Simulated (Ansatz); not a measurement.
Ansatz (a quantum-chemistry and plane-wave program) input file for Mo(S)2(F)(Me) (CH₃FMoS₂), SMILES [CH3][Mo]([F])(=[S])=[S], multiplicity 1, PBE-D3(BJ)/def2-SVP. 

Ansatz 0.2 input:
```yaml
crystal:
  periodic: [false, false, false]
  atoms:
    - {symbol: Mo, position_ang: [0.09225523, -0.19628102, -0.00000000]}
    - {symbol: S, position_ang: [-0.03538151, 1.00945578, -1.70813227]}
    - {symbol: S, position_ang: [-0.03538151, 1.00945578, 1.70813227]}
    - {symbol: F, position_ang: [1.50365368, -1.37475580, -0.00000000]}
    - {symbol: C, position_ang: [-1.70807077, -1.23229558, 0.00000000]}
    - {symbol: H, position_ang: [-2.58669485, -0.57190008, -0.00000000]}
    - {symbol: H, position_ang: [-1.72013743, -1.86015318, 0.90709525]}
    - {symbol: H, position_ang: [-1.72013743, -1.86015318, -0.90709525]}
basis:
  gaussian:
    orbitals: def2-SVP
hamiltonian:
  xc: pbe
  dispersion: d3bj
relax: {f_tol: 0.002, max_steps: 200}
```

It prints:

```
WARN ansatz: RAYON_NUM_THREADS=1 ignored (pool sized by the plan → 1); use --threads N
Functional definition: PBE
integrals: 0.06 GiB planned
1193 factors; their error is unknown
mean field: 0.32 GiB planned
mean field evaluation 1: about -27301.8094 eV, gradient 6.3e1 eV
mean field evaluation 2: about -27255.7393 eV, gradient 1.4e2 eV
mean field evaluation 4: about -27308.0595 eV, gradient 3.8e1 eV
mean field evaluation 8: about -27311.4758 eV, gradient 1.0e0 eV
mean field evaluation 16: about -27311.4090 eV, gradient 8.7e-3 eV
mean field -27311.40898322 eV, -1003.6757677953 hartree, gradient 5.8e-5 eV, S^2 0.000000; 0 other end points of the search recorded, 0 dependent functions left out
the calculation of the forces begins
reference -27311.40905117 eV, -1003.6757702924 hartree; 32, 32 occupied and 78, 78 virtual orbitals, 1193 factors
relax step   1: F+E_penalty+E_count = -27311.68281983 eV  Δ(F+E_penalty+E_count) = +0.000e0 eV  max|allowed force component| = 6.615e-1 eV/Å  Δτ_max = 0.0000 Å  (35 SCF iters, accepted)
these checks for a lower state are left out or cut short: starts, cluster_reference, orbital_swaps, neighbouring_geometries, increment
integrals: 0.06 GiB planned
1193 factors; their error is unknown
mean field: 0.32 GiB planned
mean field -27311.43566343 eV, -1003.6767482752 hartree, gradient 1.8e-5 eV, S^2 0.000000; 0 other end points of the search recorded, 0 dependent functions left out
the calculation of the forces begins
reference -27311.43573148 eV, -1003.6767507759 hartree; 32, 32 occupied and 78, 78 virtual orbitals, 1193 factors
relax step   2: F+E_penalty+E_count = -27311.70559343 eV  Δ(F+E_penalty+E_count) = -2.277e-2 eV  max|allowed force component| = 4.848e-1 eV/Å  Δτ_max = 0.0432 Å  (33 SCF iters, accepted)
these checks for a lower state are left out or cut short: starts, cluster_reference, orbital_swaps, neighbouring_geometries, increment
integrals: 0.06 GiB planned
1193 factors; their error is unknown
mean field: 0.32 GiB planned
mean field evaluation 32: about -27311.5078 eV, gradient 2.3e0 eV
mean field -27311.44159863 eV, -1003.6769663895 hartree, gradient 1.8e-5 eV, S^2 0.000000; 0 other end points of the search recorded, 0 dependent functions left out
the calculation of the forces begins
reference -27311.44166667 eV, -1003.6769688900 hartree; 32, 32 occupied and 78, 78 virtual orbitals, 1193 factors
relax step   3: F+E_penalty+E_count = -27311.71257220 eV  Δ(F+E_penalty+E_count) = -6.979e-3 eV  max|allowed force component| = 4.270e-2 eV/Å  Δτ_max = 0.0121 Å  (37 SCF iters, accepted)
these checks for a lower state are left out or cut short: starts, cluster_reference, orbital_swaps, neighbouring_geometries, increment
integrals: 0.06 GiB planned
1193 factors; their error is unknown
mean field: 0.32 GiB planned
mean field -27311.44160837 eV, -1003.6769667476 hartree, gradient 2.0e-5 eV, S^2 0.000000; 0 other end points of the search recorded, 0 dependent functions left out
the calculation of the forces begins
reference -27311.44167641 eV, -1003.6769692480 hartree; 32, 32 occupied and 78, 78 virtual orbitals, 1193 factors
relax step   4: F+E_penalty+E_count = -27311.71267795 eV  Δ(F+E_penalty+E_count) = -1.058e-4 eV  max|allowed force component| = 1.203e-2 eV/Å  Δτ_max = 0.0030 Å  (36 SCF iters, accepted)
these checks for a lower state are left out or cut short: starts, cluster_reference, orbital_swaps, neighbouring_geometries, increment
integrals: 0.06 GiB planned
1193 factors; their error is unknown
mean field: 0.32 GiB planned
mean field -27311.44163882 eV, -1003.6769678665 hartree, gradient 1.1e-5 eV, S^2 0.000000; 0 other end points of the search recorded, 0 dependent functions left out
the calculation of the forces begins
reference -27311.44170686 eV, -1003.6769703668 hartree; 32, 32 occupied and 78, 78 virtual orbitals, 1193 factors
relax step   5: F+E_penalty+E_count = -27311.71268522 eV  Δ(F+E_penalty+E_count) = -7.269e-6 eV  max|allowed force component| = 3.166e-3 eV/Å  Δτ_max = 0.0008 Å  (25 SCF iters, accepted)
these checks for a lower state are left out or cut short: starts, cluster_reference, orbital_swaps, neighbouring_geometries, increment
integrals: 0.06 GiB planned
1193 factors; their error is unknown
mean field: 0.32 GiB planned
mean field -27311.44163766 eV, -1003.6769678239 hartree, gradient 1.8e-5 eV, S^2 0.000000; 0 other end points of the search recorded, 0 dependent functions left out
the calculation of the forces begins
reference -27311.44170570 eV, -1003.6769703242 hartree; 32, 32 occupied and 78, 78 virtual orbitals, 1193 factors
relax step   6: F+E_penalty+E_count = -27311.71268545 eV  Δ(F+E_penalty+E_count) = -2.296e-7 eV  max|allowed force component| = 3.563e-4 eV/Å  Δτ_max = 0.0001 Å  (21 SCF iters, accepted)
integrals: 0.06 GiB planned
1193 factors; their error is unknown
mean field: 0.32 GiB planned
mean field evaluation 64: about -27303.0389 eV, gradient 6.0e1 eV
mean field -27311.44163766 eV, -1003.6769678239 hartree, gradient 1.8e-5 eV, S^2 0.000000; 1 other end points of the search recorded, 0 dependent functions left out
the calculation of the forces begins
reference -27311.44170570 eV, -1003.6769703242 hartree; 32, 32 occupied and 78, 78 virtual orbitals, 1193 factors
Total energy: -27311.71275349 eV, -1003.6869311468 hartree
Atom 0 at     0.092302    -0.197035     0.000000 Å, force     0.000027    -0.000356    -0.000000 eV/Å
Atom 1 at    -0.022023     1.025460    -1.729021 Å, force    -0.000084     0.000035    -0.000076 eV/Å
Atom 2 at    -0.022023     1.025460     1.729021 Å, force    -0.000084     0.000035     0.000076 eV/Å
Atom 3 at     1.526026    -1.372426    -0.000000 Å, force    -0.000057     0.000046     0.000000 eV/Å
Atom 4 at    -1.717250    -1.239743    -0.000000 Å, force     0.000256     0.000253     0.000000 eV/Å
Atom 5 at    -2.602499    -0.574243    -0.000000 Å, force    -0.000022    -0.000046    -0.000000 eV/Å
Atom 6 at    -1.732214    -1.872050     0.914022 Å, force    -0.000018     0.000017    -0.000015 eV/Å
Atom 7 at    -1.732214    -1.872050    -0.914022 Å, force    -0.000018     0.000017     0.000015 eV/Å
Dipole moment:    -0.326523    -0.282389     0.000000 e Å
```

Self-consistency was reached.
